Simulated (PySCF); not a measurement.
C3H2BF2N.
Atom-mapped SMILES: `[H]/[N:1]=[CH:2]\[C:3]#[C:4][B:5]([F:6])[F:7]` (hydrogens: H8 on N1; H9 on C2)

Level of theory: PBE0-D3(BJ)/def2-SVP geometry optimisation, gas phase (PySCF).

Question: Give the optimised bond lengths and angles.

Answer: 
| bond | length (Å) | order |
| --- | --- | --- |
| N1=C2 | 1.273 | double |
| C2–C3 | 1.434 | single |
| C3≡C4 | 1.220 | triple |
| C4–B5 | 1.525 | single |
| B5–F6, B5–F7 | 1.314 | single |
| N1–H8 | 1.026 | single |
| C2–H9 | 1.102 | single |

Bonds in one row agree within 0.01 Å and their mean is given. Orders are formal, as drawn. A selection of angles:
| angle | degrees |
| --- | --- |
| C2–N1–H8 | 110.4 |
| N1–C2–C3 | 125.9 |
| N1–C2–H9 | 118.6 |
| C3–C2–H9 | 115.5 |
| C2–C3–C4 | 179.5 |
| C3–C4–B5 | 179.3 |
| C4–B5–F6 | 121.0 |
| F6–B5–F7 | 118.0 |

Torsions: H8–N1–C2–C3 0° (synperiplanar). The mirror-image conformer, all signs reversed, is as good.

The 2 C–C bonds span 1.220 Å (C3≡C4, drawn triple) to 1.434 Å (C2–C3, drawn single), a spread of 0.214 Å. B5 (three-coordinate boron) is planar (angles 121.0°, 121.0° and 118.0°, sum 360.0°, 0.00 Å off the plane of its three neighbours).

Point group: near Cs, missed by 0.10 Å at most; the miss may be what the optimiser left on a soft mode. PBE0-D3(BJ)/def2-SVP frequencies: not computed here.
